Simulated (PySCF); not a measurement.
CH2Cl, SMILES [CH2]Cl, multiplicity 2.

Geometry optimised at r2SCAN-D4/def2-TZVP. The isomer is the one that the SMILES or the coordinates give; other isomers of the formula were not compared.

Level of theory: PySCF with SMD-PBE0/def2-SVP.

Solvation free energies are E(SMD) − E(gas) at the gas-phase geometry, for 1 M in both phases. In vacuum the dipole moment is 1.01 D.

```csv
solvent,ΔG(solv) (kcal/mol),its non-electrostatic (CDS) part,dipole (D)
water,1.4,3.1,1.32
dimethylsulfoxide,0.0,1.7,1.32
toluene,[?],[?],[?]
```

### Question
What belongs in the gaps? (Estimate from the structure and the level; the computed values follow.)

### Answer

- toluene, ΔG(solv) (kcal/mol): -0.5
- toluene, its non-electrostatic (CDS) part: 0.3
- toluene, dipole (D): 1.16
